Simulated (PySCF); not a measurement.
```xyz
7
charge 1 multiplicity 1, angstrom
I     0.0000    0.0000    0.0000
F     0.0000    0.0000    1.8630
F     0.0000    0.0000   -1.8630
F     1.8630    0.0000    0.0000
F     0.0000    1.8630    0.0000
F    -1.8630    0.0000    0.0000
F     0.0000   -1.8630    0.0000
```

All numbers come from B3LYP in PySCF with I def2-SVP with ECP28, F def2-SVP; scalar-relativistic core potentials, no spin–orbit coupling; density-fitted integrals.

This geometry of IF₆⁺ is a stationary point at this level.

Problem. What is the point group?

Solution. Oh.

Problem. Is it a minimum?

Solution. Yes: all harmonic wavenumbers are real.

Problem. List the harmonic modes with their infrared intensities.

Solution. 
```
symmetry  ω (cm⁻¹)  IR (km/mol, summed over degenerate members)
     t2u       193                                          0.0
     t2g       287                                          0.0
     t1u       309                                          133
     a1g       655                                          0.0
      eg       675                                          0.0
     t1u       746                                          186
```

Problem. What are the dipole moment and the gap between the highest occupied and lowest empty levels?

Solution. 0.00 D about the centre of mass and 5.57 eV.

In Oh the vibrations span t2u + t2g + 2t1u + a1g + eg. The a1g, eg, t2g, t2u modes carry no infrared intensity, as symmetry demands. With a centre of inversion only u modes can be infrared active and only g modes Raman active.

Only a few start shapes were tried, so a lower isomer may exist.
